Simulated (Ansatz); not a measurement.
Total energies of C5H4F6O2Ti (`CC1=CC(C(F)(F)F)=[O+][Ti-]([F])([F])([F])[O]1`).

| atom | x (Å) | y (Å) | z (Å) |
| --- | --- | --- | --- |
| C1 | -2.0690 | 0.3754 | -1.8037 |
| C2 | -0.8917 | 0.3210 | -0.8926 |
| C3 | -0.7510 | -0.7291 | 0.0446 |
| C4 | 0.3434 | -0.7644 | 0.8620 |
| C5 | 0.5138 | -1.8946 | 1.8803 |
| F6 | 1.6333 | -2.5677 | 1.6310 |
| F7 | 0.5883 | -1.3942 | 3.1099 |
| F8 | -0.5041 | -2.7547 | 1.8434 |
| O9 | 1.3061 | 0.0724 | 0.8920 |
| Ti10 | 1.7365 | 1.7034 | -0.0899 |
| F11 | 1.0195 | 3.2400 | 0.3379 |
| F12 | 3.1915 | 1.7939 | 0.8906 |
| F13 | 2.4742 | 1.6423 | -1.6742 |
| O14 | -0.0385 | 1.2320 | -0.9983 |
| H15 | -2.8047 | -0.3937 | -1.5775 |
| H16 | -1.7191 | 0.2527 | -2.8323 |
| H17 | -2.5265 | 1.3646 | -1.7384 |
| H18 | -1.5023 | -1.4993 | 0.1152 |

Total charge 0; spin multiplicity 1. Correlated methods include outer-core shells of Ti, which these sets cover unevenly. Scalar relativity is left out up to krypton. The structure was optimised at the PBE0-D4/def2-TZVP level. Basis def2-TZVPP, Ansatz 0.2.0.

RPA on PBE orbitals: Hartree–Fock energy of these orbitals -1786.87568 Eh, correlation -4.81454 Eh (frozen core).

```tsv
functional	energy without D4 (Eh)	D4 term (kJ/mol)
LDA (SPW92)	-1784.04242	–
PBE	-1791.47460	-53.7
revPBE	-1792.22929	-162.0
BLYP	-1792.54341	-115.7
B97M-V	-1792.18118	–
PBE0	-1791.47043	-46.0
B3LYP	-1792.64422	-85.1
r2SCANh	-1792.12929	-15.7
r2SCAN0	-1792.02192	-17.2
HSE06 (plane-wave form)	-1791.42188	-43.0
BHLYP	-1792.16897	-63.7
LC-ωPBE	-1791.89116	–
ωB97M-V	-1792.32403	–
PBE-QIDH	-1791.22905	–
```

**Question.** Give the same for r2SCAN, CAM-B3LYP, ωB97X-V, B2PLYP. (Best estimate.)

**Answer.** The calculation gave: 
| functional | energy without D4 (Eh) | D4 term (kJ/mol) |
| --- | --- | --- |
| r2SCAN | -1792.20499 | -14.9 |
| CAM-B3LYP | -1792.38423 | -46.8 |
| ωB97X-V | -1792.19800 | – |
| B2PLYP | -1791.89740 | – |

B3LYP takes the VWN-RPA correlation (the form of Gaussian; ORCA's B3LYP/G). HSE06 is the plane-wave form, built on full-range PBE exchange. The double hybrids freeze the cores in their second-order part.

LC-ωPBE has ω = 0.4 bohr⁻¹.
